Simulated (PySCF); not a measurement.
Species: C2H6PSi (charge -1).
Numbering: `[CH2:1]=[CH:2][P-:3][SiH3:4]` (hydrogens: H5, H6 on C1; H7 on C2; H8, H9, H10 on Si4)

The same species was optimised twice, with GFN2-xTB and with PBE0-D3(BJ)/def2-SVP (PySCF), and the same property calculations (PySCF, gas phase) were run on both structures.

```csv
coordinate,GFN2-xTB,PBE0-D3(BJ)/def2-SVP,change
Si4–H10 (Å),1.472,1.514,+0.042
Si4–H9 (Å),1.481,1.523,+0.042
Si4–H8 (Å),1.481,1.522,+0.041
C2–P3 (Å),1.767,1.803,+0.036
P3–Si4 (Å),2.163,2.198,+0.035
C1–H6 (Å),1.077,1.096,+0.019
C1=C2 (Å),1.338,1.357,+0.019
C2–H7 (Å),1.089,1.104,+0.015
C1–H5 (Å),1.083,1.097,+0.014
C1–C2–P3 (°),131.3,134.5,+3.2
C2–P3–Si4 (°),102.6,99.5,-3.1
C1–C2–H7 (°),117.8,114.8,-3.0
P3–Si4–H10 (°),107.8,109.2,+1.4
H8–Si4–H9 (°),102.5,101.1,-1.4
H9–Si4–H10 (°),104.6,103.5,-1.1
H8–Si4–H10 (°),104.6,103.7,-0.9
P3–Si4–H9 (°),117.9,118.8,+0.9
C1–C2–P3–Si4 (°),0,-1,-1
```

Rotational constants: A = 7003, B = 3235, C = 2266 MHz (GFN2-xTB) against A = 6558, B = 3203, C = 2204 MHz (PBE0-D3(BJ)/def2-SVP). Point groups within 0.08 Å: Cs and Cs.

On the GFN2-xTB structure: HOMO (eV) 0.10 [PBE0/pcSseg-1]; LUMO (eV) 4.99 [PBE0/pcSseg-1]; GIAO shielding of C1 (ppm) 92.0 [PBE0/pcSseg-1]; GIAO shielding of C2 (ppm) 23.0 [PBE0/pcSseg-1]; GIAO shielding of P3 (ppm) 532.7 [PBE0/pcSseg-1]; GIAO shielding of Si4 (ppm) 450.2 [PBE0/pcSseg-1].

What do these properties become on the PBE0-D3(BJ)/def2-SVP structure?

```tsv
property	level	on GFN2-xTB	on PBE0-D3(BJ)/def2-SVP	change
HOMO (eV)	PBE0/pcSseg-1	0.10	-0.03	-0.13
LUMO (eV)	PBE0/pcSseg-1	4.99	4.88	-0.11
energy, GFN2-xTB geometry as zero (kcal/mol)	PBE0/pcSseg-1	0.0	-2.0	-2.0
GIAO shielding of C1 (ppm)	PBE0/pcSseg-1	92.0	86.3	-5.7
GIAO shielding of C2 (ppm)	PBE0/pcSseg-1	23.0	17.9	-5.1
GIAO shielding of P3 (ppm)	PBE0/pcSseg-1	532.7	514.5	-18.2
GIAO shielding of Si4 (ppm)	PBE0/pcSseg-1	450.2	440.9	-9.3
```

The heavy atoms differ by 0.034 Å rms after alignment. Among all bonds Si4–H8, Si4–H9 and Si4–H10 change most and about equally (+0.041 to +0.042 Å). Changes are differences of the printed values. Neither structure is proved a minimum here. Geometry: PBE0-D3(BJ)/def2-SVP, one conformer, isolated ion.

The values belong to the conformer `[CH2:1]=[CH:2][P-:3][SiH3:4]`: C1–C2–P3–Si4 -1°.
